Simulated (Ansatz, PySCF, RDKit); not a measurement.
Noncovalent pair: CH5N (SMILES CN) (first 7 atoms) with CH4S (SMILES CS); geometry from B3LYP-D3(BJ)/def2-TZVP.
(charge 0, multiplicity 1):
```xyz
13

C      0.418     0.390     0.463
N     -0.362    -0.817     0.738
H      1.425     0.262     0.862
H     -0.035     1.233     0.987
H      0.503     0.649    -0.599
H      0.070    -1.636     0.327
H     -1.295    -0.743     0.350
C      1.169     0.094     4.283
S     -0.639    -0.089     4.129
H      1.557     0.812     3.563
H      1.366     0.465     5.287
H      1.672    -0.864     4.160
H     -0.632    -0.583     2.868
```

Monomers are frozen at their geometry in the pair; levels with a basis set take the counterpoise correction.

Codes used: Ansatz (a quantum-chemistry and plane-wave program) with Gaussian orbitals; PySCF for the dispersion terms; RDKit for the force fields. Each number belongs to the level named beside it.

**Question.** Predict the interaction energy from CAM-B3LYP-D3(BJ)/def2-TZVPPD.

**Answer.** -174 meV

**Question.** Estimate the interaction energy that PBE0/def2-TZVPPD returns for this input.

**Answer.** -128 meV

**Question.** What is the computed interaction energy (MMFF94)?

**Answer.** -115 meV
